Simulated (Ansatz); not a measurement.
Ansatz (a first-principles code) input for 4,4-dichlorobut-1-yne (C4H4Cl2), SMILES C#CCC(Cl)Cl, B3LYP-D3(BJ)/def2-SVP. 

Ansatz 0.2 input:
```yaml
crystal:
  periodic: [false, false, false]
  atoms:
    - {symbol: C, position_ang: [-1.96741165, 0.00094669, 2.45483386]}
    - {symbol: C, position_ang: [-1.25113764, -0.47092867, 1.62141053]}
    - {symbol: C, position_ang: [-0.37360945, -1.02372466, 0.60797978]}
    - {symbol: C, position_ang: [0.51433922, 0.06478974, 0.02074791]}
    - {symbol: Cl, position_ang: [1.68622355, -0.64482445, -1.11732101]}
    - {symbol: Cl, position_ang: [-0.46877475, 1.28331573, -0.82831063]}
    - {symbol: H, position_ang: [-2.60361766, 0.40317169, 3.18521003]}
    - {symbol: H, position_ang: [0.26174700, -1.79359865, 1.05505891]}
    - {symbol: H, position_ang: [-0.97095763, -1.48050703, -0.18525598]}
    - {symbol: H, position_ang: [1.08311574, 0.59008338, 0.79089235]}
basis:
  gaussian:
    orbitals: def2-SVP
hamiltonian:
  xc: b3lyp
  dispersion: d3bj
relax: {f_tol: 0.002, max_steps: 200}
```

Log of the run:

```
Functional definition: B3LYP
integrals: 0.07 GiB planned
1227 factors; integrals over basis functions are off by at most 1.8e-4 eV
mean field: 0.55 GiB planned
mean field evaluation 1: about -29241.0050 eV, gradient 4.3e1 eV
mean field evaluation 2: about -29240.8730 eV, gradient 4.4e1 eV
mean field evaluation 4: about -29246.0902 eV, gradient 4.1e0 eV
mean field evaluation 8: about -29246.1708 eV, gradient 4.1e-1 eV
mean field evaluation 16: about -29246.1712 eV, gradient 1.7e-5 eV
mean field -29246.17121422 eV, -1074.7769683558 hartree, gradient 1.7e-5 eV, S^2 0.000000; 0 other end points of the search recorded, 0 dependent functions left out
the calculation of the forces begins
reference -29246.17146243 eV, -1074.7769774773 hartree; 31, 31 occupied and 81, 81 virtual orbitals, 1227 factors
relax step   1: F+E_penalty+E_count = -29246.66224150 eV  Δ(F+E_penalty+E_count) = +0.000e0 eV  max|allowed force component| = 7.317e-1 eV/Å  Δτ_max = 0.0000 Å  (28 SCF iters, accepted)
these checks for a lower state are left out or cut short: starts, cluster_reference, orbital_swaps, neighbouring_geometries, increment
integrals: 0.07 GiB planned
1227 factors; integrals over basis functions are off by at most 2.0e-4 eV
mean field: 0.55 GiB planned
mean field -29246.22678730 eV, -1074.7790106288 hartree, gradient 2.5e-5 eV, S^2 0.000000; 0 other end points of the search recorded, 0 dependent functions left out
the calculation of the forces begins
reference -29246.22703695 eV, -1074.7790198034 hartree; 31, 31 occupied and 81, 81 virtual orbitals, 1227 factors
relax step   2: F+E_penalty+E_count = -29246.71150677 eV  Δ(F+E_penalty+E_count) = -4.927e-2 eV  max|allowed force component| = 2.026e-1 eV/Å  Δτ_max = 0.0656 Å  (31 SCF iters, accepted)
these checks for a lower state are left out or cut short: starts, cluster_reference, orbital_swaps, neighbouring_geometries, increment
integrals: 0.07 GiB planned
1227 factors; integrals over basis functions are off by at most 2.0e-4 eV
mean field: 0.55 GiB planned
mean field -29246.23074507 eV, -1074.7791560741 hartree, gradient 1.9e-5 eV, S^2 0.000000; 0 other end points of the search recorded, 0 dependent functions left out
the calculation of the forces begins
reference -29246.23099469 eV, -1074.7791652475 hartree; 31, 31 occupied and 81, 81 virtual orbitals, 1227 factors
relax step   3: F+E_penalty+E_count = -29246.71446048 eV  Δ(F+E_penalty+E_count) = -2.954e-3 eV  max|allowed force component| = 4.951e-2 eV/Å  Δτ_max = 0.0163 Å  (32 SCF iters, accepted)
these checks for a lower state are left out or cut short: starts, cluster_reference, orbital_swaps, neighbouring_geometries, increment
integrals: 0.07 GiB planned
1227 factors; integrals over basis functions are off by at most 2.0e-4 eV
mean field: 0.55 GiB planned
mean field evaluation 32: about -29246.1923 eV, gradient 2.5e-1 eV
mean field -29246.23120098 eV, -1074.7791728285 hartree, gradient 1.3e-5 eV, S^2 0.000000; 0 other end points of the search recorded, 0 dependent functions left out
the calculation of the forces begins
reference -29246.23145060 eV, -1074.7791820020 hartree; 31, 31 occupied and 81, 81 virtual orbitals, 1227 factors
relax step   4: F+E_penalty+E_count = -29246.71470888 eV  Δ(F+E_penalty+E_count) = -2.484e-4 eV  max|allowed force component| = 2.992e-2 eV/Å  Δτ_max = 0.0032 Å  (25 SCF iters, accepted)
these checks for a lower state are left out or cut short: starts, cluster_reference, orbital_swaps, neighbouring_geometries, increment
integrals: 0.07 GiB planned
1227 factors; integrals over basis functions are off by at most 2.0e-4 eV
mean field: 0.55 GiB planned
mean field -29246.23124572 eV, -1074.7791744727 hartree, gradient 1.2e-5 eV, S^2 0.000000; 0 other end points of the search recorded, 0 dependent functions left out
the calculation of the forces begins
reference -29246.23149531 eV, -1074.7791836450 hartree; 31, 31 occupied and 81, 81 virtual orbitals, 1227 factors
relax step   5: F+E_penalty+E_count = -29246.71476516 eV  Δ(F+E_penalty+E_count) = -5.629e-5 eV  max|allowed force component| = 2.183e-2 eV/Å  Δτ_max = 0.0021 Å  (24 SCF iters, accepted)
these checks for a lower state are left out or cut short: starts, cluster_reference, orbital_swaps, neighbouring_geometries, increment
integrals: 0.07 GiB planned
1227 factors; integrals over basis functions are off by at most 2.0e-4 eV
mean field: 0.55 GiB planned
mean field -29246.23129131 eV, -1074.7791761482 hartree, gradient 6.6e-5 eV, S^2 0.000000; 0 other end points of the search recorded, 0 dependent functions left out
the calculation of the forces begins
reference -29246.23154089 eV, -1074.7791853201 hartree; 31, 31 occupied and 81, 81 virtual orbitals, 1227 factors
relax step   6: F+E_penalty+E_count = -29246.71479423 eV  Δ(F+E_penalty+E_count) = -2.907e-5 eV  max|allowed force component| = 1.197e-2 eV/Å  Δτ_max = 0.0018 Å  (21 SCF iters, accepted)
these checks for a lower state are left out or cut short: starts, cluster_reference, orbital_swaps, neighbouring_geometries, increment
integrals: 0.07 GiB planned
1227 factors; integrals over basis functions are off by at most 2.0e-4 eV
mean field: 0.55 GiB planned
mean field -29246.23130976 eV, -1074.7791768261 hartree, gradient 8.6e-5 eV, S^2 0.000000; 0 other end points of the search recorded, 0 dependent functions left out
the calculation of the forces begins
reference -29246.23155933 eV, -1074.7791859975 hartree; 31, 31 occupied and 81, 81 virtual orbitals, 1227 factors
relax step   7: F+E_penalty+E_count = -29246.71481485 eV  Δ(F+E_penalty+E_count) = -2.061e-5 eV  max|allowed force component| = 6.628e-3 eV/Å  Δτ_max = 0.0018 Å  (22 SCF iters, accepted)
these checks for a lower state are left out or cut short: starts, cluster_reference, orbital_swaps, neighbouring_geometries, increment
integrals: 0.07 GiB planned
1227 factors; integrals over basis functions are off by at most 2.0e-4 eV
mean field: 0.55 GiB planned
mean field -29246.23136918 eV, -1074.7791790098 hartree, gradient 4.7e-5 eV, S^2 0.000000; 0 other end points of the search recorded, 0 dependent functions left out
the calculation of the forces begins
reference -29246.23161878 eV, -1074.7791881824 hartree; 31, 31 occupied and 81, 81 virtual orbitals, 1227 factors
relax step   8: F+E_penalty+E_count = -29246.71482255 eV  Δ(F+E_penalty+E_count) = -7.701e-6 eV  max|allowed force component| = 4.201e-3 eV/Å  Δτ_max = 0.0016 Å  (21 SCF iters, accepted)
these checks for a lower state are left out or cut short: starts, cluster_reference, orbital_swaps, neighbouring_geometries, increment
integrals: 0.07 GiB planned
1227 factors; integrals over basis functions are off by at most 2.0e-4 eV
mean field: 0.55 GiB planned
mean field -29246.23138253 eV, -1074.7791795005 hartree, gradient 3.4e-5 eV, S^2 0.000000; 0 other end points of the search recorded, 0 dependent functions left out
the calculation of the forces begins
reference -29246.23163214 eV, -1074.7791886734 hartree; 31, 31 occupied and 81, 81 virtual orbitals, 1227 factors
relax step   9: F+E_penalty+E_count = -29246.71482599 eV  Δ(F+E_penalty+E_count) = -3.441e-6 eV  max|allowed force component| = 1.856e-3 eV/Å  Δτ_max = 0.0009 Å  (21 SCF iters, accepted)
integrals: 0.07 GiB planned
1227 factors; integrals over basis functions are off by at most 2.0e-4 eV
mean field: 0.55 GiB planned
mean field evaluation 64: about -29246.0071 eV, gradient 8.9e0 eV
mean field -29246.23138253 eV, -1074.7791795005 hartree, gradient 3.4e-5 eV, S^2 0.000000; 1 other end points of the search recorded, 0 dependent functions left out
the calculation of the forces begins
reference -29246.23163214 eV, -1074.7791886734 hartree; 31, 31 occupied and 81, 81 virtual orbitals, 1227 factors
Total energy: -29246.71507560 eV, -1074.7969548927 hartree
Atom 0 at    -1.999770    -0.017751     2.494046 Å, force     0.001147    -0.000978    -0.000039 eV/Å
Atom 1 at    -1.274430    -0.467431     1.636155 Å, force    -0.000458     0.000782     0.001185 eV/Å
Atom 2 at    -0.379859    -0.997696     0.611536 Å, force    -0.001856    -0.000044    -0.000233 eV/Å
Atom 3 at     0.521906     0.072637    -0.007324 Å, force     0.001655    -0.000265     0.001825 eV/Å
Atom 4 at     1.704746    -0.706689    -1.114207 Å, force     0.000858    -0.000485    -0.000704 eV/Å
Atom 5 at    -0.440127     1.314836    -0.868738 Å, force    -0.001022     0.000642    -0.000443 eV/Å
Atom 6 at    -2.649836     0.379461     3.250674 Å, force    -0.000210     0.000147    -0.000967 eV/Å
Atom 7 at     0.275521    -1.771043     1.046163 Å, force     0.000290    -0.000033    -0.000401 eV/Å
Atom 8 at    -0.952512    -1.478789    -0.198361 Å, force    -0.000182    -0.000084     0.000208 eV/Å
Atom 9 at     1.104278     0.601188     0.755302 Å, force    -0.000221     0.000318    -0.000431 eV/Å
Dipole moment:    -0.019918    -0.115912     0.293766 e Å
```

Self-consistency was reached.
